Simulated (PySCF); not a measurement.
Species: C5H4ClF3.
Geometry (GFN2-xTB, Å), atoms numbered from 1 in this order:
```
atom  x, y, z in Å
F1     2.0864   -0.9107    1.9160
C2     2.0874   -0.5698    0.6397
F3     3.3156   -0.6406    0.1438
C4     1.0286   -0.2029   -0.0791
F5     1.2646    0.1165   -1.3721
C6    -0.3891   -0.0701    0.3105
Cl7   -0.7444   -0.6281    1.9418
C8    -1.4514   -0.2695   -0.7390
C9    -1.1756    1.1037   -0.2165
H10   -2.3565   -0.7653   -0.4265
H11   -1.1257   -0.5203   -1.7371
H12   -1.8909    1.5545    0.4527
H13   -0.6535    1.8031   -0.8519
```

Probes without a nucleus sit at each ring's centroid and 1 Å off its mean plane on both sides; NICS is minus the shielding there, NICSzz its component along the normal. Level: GIAO PBE0/pcSseg-1 (PySCF, non-relativistic, gas phase) on the GFN2-xTB geometry, one conformer.

Ring bond lengths (Å), with Mayer bond orders in brackets: C6–C8 1.506 (0.91), C8–C9 1.495 (0.95), C9–C6 1.508 (0.90).

Question: Give the NICS values of each ring in ppm.

Answer: 
| ring | type | NICS(0) | NICS(1), two faces | NICS(1)zz, two faces | rms pucker (Å) | centre to ring atoms, mean (Å) |
| --- | --- | --- | --- | --- | --- | --- |
| C6–C8–C9 | 3-membered carbocycle; formal bonds all single | -42.1 | -8.9 / -7.3 | -24.9 / -18.4 | 0.00 | 0.87 |

Question: What can be read from them?

Answer: 
- C6–C8–C9: mean NICS(1)zz -21.6 ppm, shielded. C6, C8, C9 have four or more neighbours; no verdict on aromaticity is drawn. The two faces differ by 6.5 ppm, so no symmetry operation interchanges them. NICS(0) lies 34 ppm below the mean NICS(1).

Question: List the ring angles and the Hirshfeld charges of the ring atoms.

Answer: 
- C6–C8–C9: C6 59.5° (+0.016 e), C8 60.3° (-0.089 e), C9 60.2° (-0.089 e); sum 180.0° against 180° for a flat convex ring.

Question: How shielded are the nuclei of the rings and their hydrogens (means over atoms taken as equivalent)?

Answer: 
| atoms | environment | σ isotropic (ppm) |
| --- | --- | --- |
| C6 | sp3 C–Cl carbon | 146.5 |
| C8 (×2) | three-membered-ring carbon | 167.9 |
| H10 (×2) | methylene hydrogen | 30.49 |
| H11 (×2) | methylene hydrogen | 30.28 |
